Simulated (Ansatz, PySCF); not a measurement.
I3Sc, SMILES [I][Sc-]([I])[I] (connectivity only; charge and spin as stated), charge -1, multiplicity 2. Atoms are numbered in the order given.

```xyz
4

Sc     0.0000     0.0000     0.0000
I      2.7854     0.0000     0.0000
I     -1.3927     2.4122     0.0000
I     -1.3927    -2.4122     0.0000
```
Charge -1, spin multiplicity 2.

Geometry: B3LYP-D3(BJ)/def2-SVPD. The multiplicity is an assumed one; other spin states were not compared. The def2 effective core potentials stand for the cores of I; spin–orbit coupling is left out.

Two levels are set side by side: PBE-D3(BJ)/def2-SVPD (Ansatz, an electronic-structure program) and B3LYP-D3(BJ)/def2-SVPD (Ansatz). Each level has its own optimised geometry; the coordinates shown are those of the second. Frequencies come from the Hessian of PySCF at each geometry. Differences are taken from unrounded values.

```csv
quantity,B3LYP-D3(BJ)
mean bond length (Å),2.785
bond Sc1–I2 (Å),2.785
bond Sc1–I3 (Å),2.785
bond Sc1–I4 (Å),2.785
highest harmonic wavenumber (cm⁻¹),255
mean harmonic wavenumber (cm⁻¹),127
zero-point energy (kcal/mol),1.09
```

What does PBE-D3(BJ) give, and how far is it from B3LYP-D3(BJ)? (An estimate is asked for; the answer gives what the named calculation found.)


| quantity | PBE-D3(BJ) | PBE-D3(BJ) minus B3LYP-D3(BJ) |
|---|---|---|
| mean bond length (Å) | 2.762 | -0.024 |
| bond Sc1–I2 (Å) | 2.762 | -0.024 |
| bond Sc1–I3 (Å) | 2.762 | -0.024 |
| bond Sc1–I4 (Å) | 2.762 | -0.024 |
| highest harmonic wavenumber (cm⁻¹) | 256 | 1 |
| mean harmonic wavenumber (cm⁻¹) | 125 | -1 |
| zero-point energy (kcal/mol) | 1.07 | -0.01 |

On these quantities the two levels nearly agree.
